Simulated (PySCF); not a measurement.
Cartesian coordinates (Å):
SMILES: N[Si](N)N
```xyz
10

N     -1.3960    -0.7987    -0.0695
Si    -0.0124     0.1033    -0.5539
N      1.3904    -0.8003    -0.1306
N      0.0091     1.5719     0.3437
H     -2.0535    -0.3763     0.5668
H     -1.8356    -1.4648    -0.6823
H      2.2596    -0.6909    -0.6255
H      1.2758    -1.7329     0.2337
H      0.8183     1.7877     0.9039
H     -0.4557     2.4010     0.0136
```
Charge 0, spin multiplicity 2.

Problem. Predict the total energy, highest occupied spin orbital and dipole moment from CAM-B3LYP-D3(BJ)/def2-TZVP (PySCF 2.14.0).

Solution. 
| Quantity | Result |
|---|---|
| total energy | -12447.31 eV |
| highest occupied spin orbital | -5.81 eV |
| dipole moment | 0.06 D |
